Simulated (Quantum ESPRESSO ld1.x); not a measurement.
The numbers below are computed, except where a source is named.
Se XIX, configuration [Ne] 3s2 3p4 (the NIST ground configuration). Level of theory: scalar-relativistic Kohn-Sham, LDA (Slater exchange, Perdew-Zunger correlation), spin-polarised, spherical densities, point nucleus; open shells are filled with parallel spins first (ld1.x of Quantum ESPRESSO 7.5).

Unscreened Slater integrals over Kohn-Sham orbitals (hartree). They are taken over the spin-up orbitals.

integral,value
"F0(3p,3p)",1.8341
"F2(3p,3p)",0.92761
"F0(3p,3s)",1.8135
"G1(3p,3s)",1.1875
"F0(3p,2p)",2.4388
"F2(3p,2p)",0.58907
"G0(3p,2p)",0.23599
"G2(3p,2p)",0.25573
"F0(3p,2s)",2.3711
"G1(3p,2s)",0.18535
"F0(3s,3s)",1.7973
"F0(3s,2p)",2.3616
"G1(3s,2p)",0.23339
"F0(3s,2s)",2.3139
"G0(3s,2s)",0.18568
"F0(2p,2p)",5.3756
"F2(2p,2p)",2.5467
"F0(2p,2s)",4.9300
"G1(2p,2s)",2.8178
"F0(2s,2s)",4.6459

Derived for the open shells (J is the average intra-shell exchange parameter used in DFT+U). 3p: J = F2/5 = 0.1855 hartree; in LS coupling 1D lies 6 F2/25 = 0.2226 hartree above 3P.
